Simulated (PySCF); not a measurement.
SMILES c1ccc(C#C)c(F)c1 (C₈H₅F) (GFN2-xTB optimised geometry):

```
14

C     -2.001    -2.351     0.001
C     -1.395    -1.315     0.001
C     -0.668    -0.101     0.000
C     -1.323     1.130     0.000
C     -0.602     2.309     0.000
C      0.784     2.283     0.000
C      1.455     1.072     0.000
C      0.727    -0.101     0.000
F      1.389    -1.277     0.000
H     -2.533    -3.255     0.002
H     -2.403     1.145     0.000
H     -1.123     3.255     0.000
H      1.344     3.205     0.000
H      2.533     1.025     0.000
```

Calculation: CAM-B3LYP/def2-TZVP in PySCF 2.14.0.

Question: What are the frontier orbital energies and the dipole moment?

Answer: HOMO-2 -9.59 eV, HOMO-1 -8.82 eV, HOMO -8.19 eV, LUMO -0.17 eV, LUMO+1 0.66 eV; dipole moment 1.84 D.

On the same geometry PBE/def2-TZVP (PySCF 2.14.0) gives HOMO-2 -6.94 eV, HOMO-1 -6.53 eV, HOMO -6.01 eV, LUMO -2.04 eV, LUMO+1 -1.34 eV; dipole moment 1.61 D.

Meta-Löwdin charges at CAM-B3LYP/def2-TZVP: C1 -0.20, C2 -0.03, C3 -0.03, C4 -0.09, C5 -0.13, C6 -0.10, C7 -0.15, C8 0.31, F9 -0.27, H10 0.17, H11 0.13, H12 0.12, H13 0.13, H14 0.14.
